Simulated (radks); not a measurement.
Coherent X-ray form factor from a spherical all-electron density. Method: non-relativistic Kohn-Sham, PBE, spin-polarised, spherical densities, point nucleus; computed with a radial shooting solver on a logarithmic mesh with Libxc functionals.

sin(theta)/lambda (1/angstrom)  f0 (electrons)
0.05                                    31.565
0.1                                     30.377
0.15                                    28.714
0.2                                     26.869
0.25                                    25.048
0.3                                     23.341
0.4                                     20.292
0.5                                     17.595
0.6                                     15.174
0.8                                     11.288
1                                        8.752
1.25                                     6.978
1.5                                      6.001
2                                        4.696

The species is in the configuration that NIST lists as its ground one. Which atom or ion scatters so?

Answer. The selenium ion Se2+, [Ar] 3d10 4s2 4p2. Extrapolating in s^2 from the first two rows gives f0(0) = 32.0, near the electron count 32; among species with that count, the fall with angle is slower the higher Z, and the table is that of Z = 34; from so few rows the species is fixed only to a neighbour or two.
